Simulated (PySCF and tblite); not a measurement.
Values are calculated unless marked as measured or tabulated.
C6H6O2S, numbered as in [CH3:1][O:2][C:3](=[O:4])[c:5]1[cH:6][cH:7][s:8][cH:9]1.

First level. Level: B3LYP-D3(BJ)/def2-SVP (IEF-PCM, water)//GFN2-xTB, thermal terms from GFN2-xTB, symmetry numbers and mirror pairs counted. Conformers within 2.5 kcal/mol (GFN2-xTB free energy) were kept, 4 at most. GIAO shieldings: KT3/pcSseg-1 (IEF-PCM, water). Shifts are against TMS (¹H), TMS (¹³C) at the same level. Run with PySCF (density fitting) and tblite.

It gives, at 298.15 K, with 2 conformers (largest weight 59 %): ¹H: 7.98 (H9, 1H), 7.64 (H6, 1H), 7.27 (H7, 1H), 4.16 (H1, 3H) ppm. ¹³C: 158.9 (C3), 130.6 (C9), 127.6 (C5), 123.3 (C7), 122.3 (C6), 54.0 (C1) ppm.

Second level: GFN2-xTB geometries, energies BLYP-D3(BJ)/pcSseg-1 (IEF-PCM, water), shieldings BLYP/pcSseg-1 (IEF-PCM, water), on up to 4 of the same conformers.

(1) How do the averaged shifts change?

The minima are those of GFN2-xTB; planar forms about aryl–S or allylic bonds may be saddles in DFT. Shifts are unscaled: against experiment ¹³C can be off by 15 ppm or more and ¹H by 0.8 ppm.

Results:

(1) 
| signal | first | second | change (ppm) |
| --- | --- | --- | --- |
| H1 | 4.16 | 4.23 | 0.06 |
| H6 | 7.64 | 7.64 | 0.00 |
| H7 | 7.27 | 7.25 | -0.01 |
| H9 | 7.98 | 7.99 | 0.01 |
| C1 | 54.0 | 56.4 | 2.4 |
| C3 | 158.9 | 169.8 | 10.9 |
| C5 | 127.6 | 139.2 | 11.6 |
| C6 | 122.3 | 132.3 | 10.0 |
| C7 | 123.3 | 134.9 | 11.5 |
| C9 | 130.6 | 142.2 | 11.6 |

The largest weight becomes 61 %.


Conformer gaps in def2-SVP or pcSseg-1 on xTB geometries can be 2 kcal/mol off for S=O, P=O and other polar bonds.